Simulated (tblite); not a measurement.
Ti5H4S12 at step 6 of a GFN1-xTB optimisation (tblite, gas phase), coordinates in Å:

```
  1 Ti   -2.2652    1.9313   -0.0589
  2 Ti   -3.8433   -0.8094    0.0381
  3 Ti    0.9587    2.1019    0.1577
  4 Ti    2.6730   -1.0084    0.1562
  5 Ti   -0.6136   -0.7309    0.1141
  6 S    -2.4380    0.1702   -1.4356
  7 S    -4.0996    1.1506    1.1332
  8 S    -0.8649    3.0507   -1.2447
  9 S    -0.6971    1.1584    1.4112
 10 S    -4.2209   -2.6274   -1.3049
 11 S    -2.3439   -1.8104    1.3119
 12 S     0.9561    0.1677   -1.3086
 13 S     1.0181    4.0423    1.3320
 14 S     2.6521    1.1296    1.1483
 15 S     2.7267   -2.6674   -1.4025
 16 S     4.3911   -1.7506    1.3899
 17 S     0.9377   -1.8068    1.3020
 18 H     5.5412   -1.3860    0.7850
 19 H    -5.4800   -3.0051   -1.6084
 20 H     1.6589    4.9962    0.6225
 21 H     3.3534   -2.2968   -2.5388
```

The bonding changed from the starting structure during the optimisation; the coordinates given are those used.

(1) What are the forces on the atoms (eV/Å)?

Answers

(1) 
```
  1 Ti   -0.38   -0.35    0.44
  2 Ti    0.33   -0.30    0.21
  3 Ti   -0.37    0.09   -0.31
  4 Ti   -0.33    0.12   -0.07
  5 Ti   -0.05   -0.04    0.01
  6 S     0.37   -0.36   -0.66
  7 S    -0.32    0.28   -0.26
  8 S     0.20    0.46   -0.21
  9 S    -0.05    0.07    0.73
 10 S    -0.93   -0.11   -0.02
 11 S     0.12    0.06   -0.22
 12 S     0.01    0.06    0.01
 13 S     0.37    0.78   -0.24
 14 S     0.53   -0.16   -0.18
 15 S     0.34    0.04   -0.77
 16 S     0.87    0.07    0.15
 17 S     0.02   -0.34    0.16
 18 H    -0.57   -0.17    0.22
 19 H     0.57    0.33    0.17
 20 H    -0.36   -0.47    0.30
 21 H    -0.37   -0.05    0.54
```
